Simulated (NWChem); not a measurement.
Correlation energy of BiF$_{3}$

```xyz
4

Bi     0.0023     0.2550     0.0000
F     -0.8774    -0.7762     1.5077
F     -0.8774    -0.7762    -1.5077
F      1.7338    -0.7994     0.0000
```
Charge 0, spin multiplicity 1.

All runs are NWChem calculations. Structure: optimised with B3LYP/def2-SVP with def2 effective core potentials on Bi, a minimum by its harmonic frequencies.

Basis set: def2-SVP. Each correlation energy counts from its own Hartree-Fock reference.

Effective core potentials replace the inner electrons of Bi; spin-orbit coupling is left out. The correlated methods keep 7 core orbitals frozen. The structure started from a generated list of species. No row is a measurement; the coupled-cluster row has its own basis-set and correlation limits.

Problem. Order these methods by the correlation energy they give, lowest first: MP2, SCS-MP2, CR-CCSD[T], CR-CCSD(T), CCSD.

Solution. CR-CCSD[T] (-698.6 mHa), CR-CCSD(T) (-696.3 mHa), CCSD (-685.6 mHa), MP2 (-682.0 mHa), SCS-MP2 (-652.9 mHa)
